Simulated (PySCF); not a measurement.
Species: C4H7BF3N.
SMILES: `[BH3-][N+]#CCCC(F)(F)F`

The closed-shell SCF was solved with PySCF and density fitting under several settings on one GFN2-xTB geometry (grid level 2 and gas phase unless stated).

| settings | basis functions | SCF cycles | E (Eh) | HOMO (eV) | LUMO (eV) | dipole (D) |
| --- | --- | --- | --- | --- | --- | --- |
| PBE0/pcSseg-1, IEF-PCM dichloromethane | 188 | 14 | -535.1511 | -8.18 | -0.40 | 6.07 |
| WP04/STO-3G, energy threshold 1e-06 Eh | 52 | 8 | -539.3031 | -8.11 | -1.57 | 5.21 |

Estimate the row for these settings: PBE0/def2-SVPD, fitting basis def2-qzvpp-jkfit, damping 0.1 at the start, DIIS from the seventh cycle.

```json
{"settings": "PBE0/def2-SVPD, fitting basis def2-qzvpp-jkfit, damping 0.1 at the start, DIIS from the seventh cycle", "basis functions": "245", "SCF cycles": "23", "E (Eh)": "-534.8144", "HOMO (eV)": "-7.89", "LUMO (eV)": "-0.80", "dipole (D)": "4.63"}
```

Over all rows, what range does the HOMO–LUMO gap span?

From 6.54 eV (WP04/STO-3G, energy threshold 1e-06 Eh) to 7.78 eV (PBE0/pcSseg-1, IEF-PCM dichloromethane). The functional of the narrowest has 12 % exact exchange, that of the widest 25 % exact exchange.

And the dipole moment?

From 4.63 D (PBE0/def2-SVPD, fitting basis def2-qzvpp-jkfit, damping 0.1 at the start, DIIS from the seventh cycle) to 6.07 D (PBE0/pcSseg-1, IEF-PCM dichloromethane); the largest is 1.31 times the smallest, and the median is 5.21 D.

Whole jobs, the steps after the SCF included, on an Intel Xeon 6975P-C with one thread, no GPU, on a shared host:

```csv
settings,work after the SCF,wall time,peak memory
"PBE0/pcSseg-1, IEF-PCM dichloromethane","shieldings, charges and field gradients",19 s,0.98 GiB
"WP04/STO-3G, energy threshold 1e-06 Eh","spin–spin couplings from 11 perturbed nuclei, spin–dipole term for 4 of them",5.7 s,0.67 GiB
"PBE0/def2-SVPD, fitting basis def2-qzvpp-jkfit, damping 0.1 at the start, DIIS from the seventh cycle","12 singlets by full TDDFT, polarisability",48 s,1.0 GiB
```

Cycle counts include a coarse-grid stage where the run had one. WP04 was designed for NMR shieldings or shifts; total energies of different functionals aren't comparable. Geometry: GFN2-xTB, one conformer.

The values belong to the conformer `[BH3-:1][N+:2]#[C:3][CH2:4][CH2:5][C:6]([F:7])([F:8])[F:9]`: C3–C4–C5–C6 180°, C4–C5–C6–F7 60°.
